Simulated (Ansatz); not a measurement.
Ansatz results at the PBE0-D4/def2-TZVP geometry: zero-point energy (PBE0-D4/def2-TZVP) 107.5 kJ/mol; size of the dipole moment (B3LYP/def2-TZVPP) 1.21 D; ideal-gas entropy at 298 K and 1 bar (rigid rotor, harmonic PBE0-D4/def2-TZVP) 357 J/(mol·K).

(1) Which molecule gave them?
A. `[BH]O`•
B. `[SiH2][S][GeH3]`•
C. `[CH3][Ge]([OH])[Cl]`•
D. `C#C[Si](F)F`•

## Answers

(1) B. The others give `[BH]O`•: 63.0, 1.40, 231; `C#C[Si](F)F`•: 65.2, 2.22, 324; `[CH3][Ge]([OH])[Cl]`•: 134.1, 1.42, 350.

B3LYP here is the variant with VWN-RPA as its local correlation; programs differ in this.
